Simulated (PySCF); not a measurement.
PySCF input file for C4H9N, SMILES C=CN(C)C, B3LYP-D3(BJ)/def2-SVP. Geometry optimised at B3LYP-D3(BJ)/def2-SVP. Other conformers were not sampled.

```python
import numpy as np
from pyscf import gto, scf, dft, df
from pyscf.hessian import thermo

mol = gto.M(
    atom='''
    C     1.92047705    0.61199499    0.06287037
    C     0.98306985   -0.34043709   -0.11135982
    N    -0.38549640   -0.17354245   -0.20577070
    C    -1.23922596   -1.28160607    0.16298220
    C    -0.92983952    1.14936545   -0.01804683
    H     2.97489855    0.33412988    0.04745494
    H     1.68055754    1.66724600    0.20171768
    H     1.29557717   -1.38511811   -0.22184599
    H    -2.21367776   -1.19885040   -0.34514073
    H    -1.43054129   -1.34116305    1.25552983
    H    -0.77518472   -2.22994096   -0.14733692
    H    -0.82140946    1.51686401    1.02448075
    H    -0.41891743    1.86673573   -0.67943861
    H    -1.99971640    1.14899028   -0.27370166
    ''',
    basis='def2-SVP',
    charge=0,
    spin=0,
    max_memory=1600,
    verbose=3,
)
mf = dft.RKS(mol, xc='b3lyp').density_fit(auxbasis='def2-universal-jkfit')
mf.disp = 'd3bj'
mf.grids.level = 3
mf.conv_tol = 1e-11
mf.max_cycle = 100
mf.kernel()

# [left out here: the lines that compute and print the analytic Hessian (its translational invariance restored by hand, since the grid's response is missing), thermochemistry and intensities]
```

It prints:

```
[...]
Force const [Dyne/A]                1.3200              1.3144              1.4625
Char temp [K]                    2091.1449           2096.3433           2113.7779
Normal mode                   x     y     z       x     y     z       x     y     z
       0   C                -0.01 -0.01 -0.00   -0.00 -0.01 -0.00   -0.02 -0.04 -0.01
       1   C                -0.02  0.00 -0.00   -0.02 -0.00 -0.00   -0.03  0.01  0.00
       2   N                 0.01 -0.01  0.01    0.00 -0.00  0.01    0.02  0.01 -0.01
       3   C                 0.00  0.01  0.05    0.02  0.02 -0.01    0.01  0.06 -0.02
       4   C                 0.00 -0.03 -0.01   -0.00 -0.02  0.04    0.02 -0.06 -0.02
       5   H                 0.03  0.11  0.01    0.03  0.12  0.01    0.05  0.24  0.03
       6   H                 0.08  0.01  0.01    0.10  0.01  0.03    0.20  0.02  0.01
       7   H                 0.04  0.02  0.00    0.05  0.02  0.00    0.08  0.05  0.02
       8   H                 0.13 -0.44 -0.29   -0.04 -0.08  0.08    0.00 -0.08 -0.02
       9   H                 0.14  0.35  0.06   -0.09 -0.06 -0.03    0.08 -0.48 -0.03
      10   H                -0.35  0.00 -0.48   -0.08 -0.04  0.03   -0.19 -0.19  0.41
      11   H                 0.01  0.22 -0.09    0.39 -0.13  0.02   -0.14  0.31 -0.12
      12   H                -0.02  0.16  0.18   -0.47  0.18 -0.12   -0.03  0.17  0.20
      13   H                -0.01  0.07  0.04    0.15  0.21 -0.61   -0.03  0.19  0.17
Mode                                24                  25                  26
Irrep
Freq [cm^-1]                     1486.2046           1507.2153           1706.8788
Reduced mass [au]                   1.0700              1.1947              4.7444
Force const [Dyne/A]                1.3924              1.5990              8.1439
Char temp [K]                    2138.3175           2168.5472           2455.8186
Normal mode                   x     y     z       x     y     z       x     y     z
       0   C                 0.01  0.01  0.00   -0.03 -0.04 -0.01   -0.11 -0.10 -0.02
       1   C                 0.01  0.01  0.00   -0.03  0.03  0.00    0.18  0.11  0.02
       2   N                -0.01 -0.04 -0.01    0.09 -0.02 -0.01   -0.06 -0.02  0.01
       3   C                 0.04  0.01 -0.02    0.02 -0.00 -0.00   -0.00 -0.00 -0.01
       4   C                -0.03 -0.01 -0.01    0.01  0.00  0.00    0.00  0.01 -0.00
       5   H                -0.01 -0.08 -0.01    0.03  0.22  0.03   -0.07  0.14  0.01
       6   H                -0.09 -0.01 -0.01    0.19  0.01  0.00    0.19 -0.06 -0.01
       7   H                -0.09 -0.02 -0.01   -0.02  0.04 -0.00   -0.24  0.01 -0.01
       8   H                -0.17 -0.01  0.36   -0.21 -0.17  0.37    0.01  0.03 -0.03
       9   H                -0.39  0.05 -0.08   -0.42  0.09 -0.07    0.05  0.05  0.01
      10   H                 0.11  0.07 -0.07    0.09  0.11 -0.20    0.02  0.00 -0.01
      11   H                 0.27  0.37 -0.16   -0.30 -0.08  0.06    0.04 -0.03  0.01
      12   H                 0.15  0.26  0.41   -0.06 -0.14 -0.20    0.01  0.01  0.00
      13   H                -0.00 -0.25 -0.05   -0.04  0.28  0.18    0.01 -0.08 -0.03
Mode                                27                  28                  29
Irrep
Freq [cm^-1]                     2951.5005           2959.8412           3062.0221
Reduced mass [au]                   1.0542              1.0571              1.0816
Force const [Dyne/A]                5.4108              5.4563              5.9747
Char temp [K]                    4246.5521           4258.5525           4405.5680
Normal mode                   x     y     z       x     y     z       x     y     z
       0   C                 0.00 -0.00 -0.00   -0.00 -0.00 -0.00    0.00  0.00  0.00
       1   C                -0.00 -0.00 -0.00    0.00  0.00  0.00   -0.00 -0.00  0.00
       2   N                 0.00  0.00 -0.00   -0.00  0.00  0.00    0.00 -0.00 -0.00
       3   C                 0.02  0.01 -0.05   -0.01 -0.01  0.03    0.04  0.03  0.06
       4   C                -0.00  0.02  0.03    0.00  0.03  0.05   -0.00 -0.00 -0.00
       5   H                 0.00 -0.00 -0.00   -0.00 -0.00  0.00    0.00 -0.00  0.00
       6   H                -0.00  0.00  0.00   -0.00  0.00  0.00   -0.00  0.00 -0.00
       7   H                -0.00  0.01  0.00    0.00 -0.02 -0.00   -0.00  0.02  0.00
       8   H                -0.17  0.01 -0.11    0.09 -0.01  0.06   -0.69  0.07 -0.36
       9   H                -0.12 -0.02  0.76    0.08  0.02 -0.50    0.05  0.01 -0.27
      10   H                 0.08 -0.16 -0.06   -0.05  0.10  0.04    0.21 -0.41 -0.12
      11   H                -0.05 -0.15 -0.47   -0.08 -0.24 -0.73    0.00  0.00  0.01
      12   H                -0.06 -0.08  0.09   -0.08 -0.12  0.12    0.01  0.01 -0.01
      13   H                 0.13  0.00  0.04    0.17  0.00  0.05   -0.01  0.00 -0.00
Mode                                30                  31                  32
Irrep
Freq [cm^-1]                     3069.0672           3117.7554           3121.7367
Reduced mass [au]                   1.0808              1.1037              1.1047
Force const [Dyne/A]                5.9981              6.3212              6.3428
Char temp [K]                    4415.7043           4485.7558           4491.4841
Normal mode                   x     y     z       x     y     z       x     y     z
       0   C                 0.00 -0.00 -0.00   -0.00 -0.00 -0.00   -0.00  0.00  0.00
       1   C                 0.00  0.00  0.00    0.00 -0.01 -0.00    0.00 -0.00 -0.00
       2   N                -0.00  0.00  0.00   -0.00  0.00  0.00   -0.00 -0.00 -0.00
       3   C                 0.00 -0.00  0.00   -0.06  0.06  0.00   -0.02  0.02  0.00
       4   C                -0.02  0.03 -0.07    0.02  0.01 -0.00   -0.08 -0.03  0.01
       5   H                 0.00 -0.00 -0.00    0.02 -0.01  0.00   -0.00  0.00  0.00
       6   H                -0.00  0.02  0.00   -0.01  0.02  0.00    0.01 -0.03 -0.00
       7   H                 0.00 -0.01 -0.00   -0.02  0.08  0.01    0.00  0.00  0.00
       8   H                -0.01  0.00 -0.01    0.42 -0.04  0.23    0.12 -0.01  0.07
       9   H                 0.00 -0.00 -0.02   -0.01  0.01 -0.05   -0.00  0.00 -0.02
      10   H                -0.00  0.01  0.00    0.33 -0.66 -0.22    0.09 -0.17 -0.06
      11   H                 0.03  0.09  0.26    0.00 -0.00 -0.01   -0.01  0.01  0.04
      12   H                -0.36 -0.49  0.44   -0.07 -0.10  0.09    0.24  0.34 -0.32
      13   H                 0.51  0.01  0.11   -0.19 -0.00 -0.05    0.72  0.01  0.18
Mode                                33                  34                  35
Irrep
Freq [cm^-1]                     3150.3204           3166.5682           3258.3814
Reduced mass [au]                   1.0834              1.0679              1.1170
Force const [Dyne/A]                6.3349              6.3092              6.9873
Char temp [K]                    4532.6096           4555.9866           4688.0854
Normal mode                   x     y     z       x     y     z       x     y     z
       0   C                 0.02  0.01  0.00    0.04  0.05  0.01    0.07 -0.07 -0.01
       1   C                -0.02  0.07  0.01    0.00 -0.03 -0.00    0.00 -0.01 -0.00
       2   N                 0.00  0.00  0.00   -0.00  0.00 -0.00   -0.00 -0.00 -0.00
       3   C                -0.00  0.01  0.00    0.00 -0.00  0.00    0.00 -0.00  0.00
       4   C                 0.00 -0.00 -0.00    0.00  0.00 -0.00   -0.00 -0.00  0.00
       5   H                -0.24  0.07  0.00   -0.59  0.17  0.01   -0.67  0.17  0.01
       6   H                 0.04 -0.17 -0.02    0.16 -0.66 -0.09   -0.14  0.62  0.08
       7   H                 0.26 -0.86 -0.09   -0.08  0.27  0.03   -0.02  0.07  0.01
       8   H                 0.02 -0.00  0.01   -0.00  0.00 -0.00   -0.00  0.00 -0.00
       9   H                -0.00 -0.00  0.00    0.00 -0.00 -0.00    0.00 -0.00 -0.00
      10   H                 0.03 -0.07 -0.02   -0.00  0.01  0.00   -0.00  0.00  0.00
      11   H                 0.00  0.00  0.01   -0.00  0.00 -0.00    0.00  0.00  0.00
      12   H                -0.00 -0.00  0.00   -0.02 -0.02  0.02    0.01  0.01 -0.01
      13   H                -0.03 -0.00 -0.01   -0.01 -0.00 -0.00    0.01  0.00  0.00
temperature 298.1500 [K]
pressure 101325.00 [Pa]
Rotational constants [GHz] 8.57999 4.04263 2.88815
Symmetry number 1
Zero-point energy (ZPE) 0.12481 [Eh]   327675.557 [J/mol]
                           tot       elec      trans        rot        vib
Entropy [J/mol/K]       320.717      0.000    161.930    107.010     51.776
Cv [J/mol/K]             93.330      0.000     12.472     12.472     68.386
Cp [J/mol/K]            101.644      0.000     20.786     12.472     68.386
Internal energy [J/mol]                      3718.434   3718.434 337000.753
Internal energy [Eh]   -212.29618  -212.42737
Enthalpy [J/mol]                             6197.391   3718.434 337000.753
Enthalpy [Eh]          -212.29524
Gibbs free energy [J/mol]                  -42082.108 -28186.615 321563.603
Gibbs free energy [Eh] -212.33166
static polarisability / bohr^3: [[68.861  7.879 -0.48 ]
 [ 7.879 56.051  1.065]
 [-0.484  1.063 36.951]]
largest difference of analytic and finite-field dipole derivatives / e: 0.001531594593007446
mode   freq/cm-1   IR/(km/mol)   Raman/(A^4/amu)   depolarisation
   1      142.74         5.718             3.232            0.673
   2      203.17         0.252             2.582            0.693
   3      217.94         0.972             1.163            0.511
   4      275.53         6.813             2.848            0.518
   5      321.13         0.860             1.157            0.744
   6      426.91         0.191             1.162            0.418
   7      572.84         2.856             3.606            0.482
   8      700.01         3.977             3.697            0.746
   9      798.33        57.976             4.005            0.746
  10      815.95         8.303             6.008            0.224
  11      993.59        10.307             3.223            0.669
  12     1021.62        16.115             5.056            0.745
  13     1084.45         8.043             2.936            0.731
  14     1117.18         9.554             3.701            0.715
  15     1123.44        59.393             2.136            0.227
  16     1161.37        17.962             1.803            0.703
  17     1293.25        21.961             0.817            0.405
  18     1328.46         5.889            29.430            0.347
  19     1383.62        58.582             2.333            0.747
  20     1427.54         8.297            13.016            0.744
  21     1436.91        19.940             2.086            0.727
  22     1453.42        12.183            22.065            0.716
  23     1457.03        11.094            14.841            0.750
  24     1469.15        12.779             9.136            0.720
  25     1486.20        11.756             7.931            0.734
  26     1507.22        23.753            15.270            0.746
  27     1706.88       203.948            30.081            0.192
  28     2951.50        72.546            79.901            0.449
  29     2959.84       104.821           247.346            0.090
  30     3062.02        36.299           113.563            0.370
  31     3069.07        29.299            80.575            0.326
  32     3117.76        12.226            47.322            0.714
  33     3121.74        20.208            81.475            0.717
  34     3150.32        17.331            54.878            0.521
  35     3166.57         0.063           137.898            0.122
  36     3258.38        10.087            72.464            0.668
max |gradient| / (hartree/bohr): 4.626058189660987e-05
APT charges: [-0.3608  0.516  -0.7844  0.446   0.3292  0.0311  0.044   0.0148 -0.0352
 -0.1001 -0.0093 -0.0706 -0.0104 -0.0102]
```

The run converged.

Cost: roughly 4 core-minutes.
